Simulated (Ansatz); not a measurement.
`[NH2][Nb]([OH])(=[S])[Cl]` + H–F → `[OH][Nb]([F])(=[S])[Cl]` + NH₃ at 600 K and 1 bar (ligand exchange at the Nb–N bond).

Computed with Ansatz on PBE0-D4/def2-TZVP structures; ΔE is electronic, products minus reactants. CCSD(T)/CBS is the MP2 limit (def2-TZVPP, def2-QZVPP) plus CCSD(T) − MP2 in def2-TZVPP, frozen cores. This one scheme is used for every species. def2 core potentials past Kr. For Nb outer-core shells are correlated without core-valence functions, which leaves a few kJ/mol of doubt a bond. One conformer a species, not always the lowest.

```
                    species  CCSD(T)/CBS energy (Eh)  H − E (kJ/mol)  S (J/(mol·K))
`[NH2][Nb]([OH])(=[S])[Cl]`              -1046.35711           172.5          464.0
                        H–F               -100.39570            42.3          194.0
  `[OH][Nb]([F])(=[S])[Cl]`              -1090.26754           103.3          435.8
                        NH₃                -56.50880           112.4          219.5
```

H − E and S are ideal-gas, rigid-rotor, harmonic terms from PBE0-D4/def2-TZVP, for one conformer and one mirror image of each species. 1 Eh = 2625.50 kJ/mol, R = 8.31446 J/(mol·K).

Question: By hand: ΔE, ΔH, ΔS and ΔG.

Answer: ΔE = (-1090.26754) + (-56.50880) − (-1046.35711) − (-100.39570) = -0.02353 Eh = -61.8 kJ/mol. Δ(H − E) = 103.3 + 112.4 − 172.5 − 42.3 = 0.9, so ΔH = -60.9 kJ/mol. ΔS = 435.8 + 219.5 − 464.0 − 194.0 = -2.7 J/(mol·K). ΔG = -60.9 − 600 × (-2.7)/1000 = -59.3 kJ/mol.

Question: By hand: the equilibrium constant, and the temperature at which ΔG would vanish if ΔH and ΔS stayed fixed.

Answer: log₁₀ K = −ΔG/(RT ln 10) = 5.2. ΔG = 0 at ΔH/ΔS = 22556 K, far beyond where these terms or the molecules hold.

The number of gas molecules stays the same, so ΔS is small and ΔH decides. A doubt of 5 kJ/mol in ΔE shifts log₁₀ K by 0.4 here. Other conformers and mirror images would add mixing entropy, several J/(mol·K) or more a flexible species. These are equilibria of isolated gas molecules and say nothing of rates. Largest T1 diagnostic: 0.023 (customary marks: 0.02 for closed shells, 0.045 for open ones).
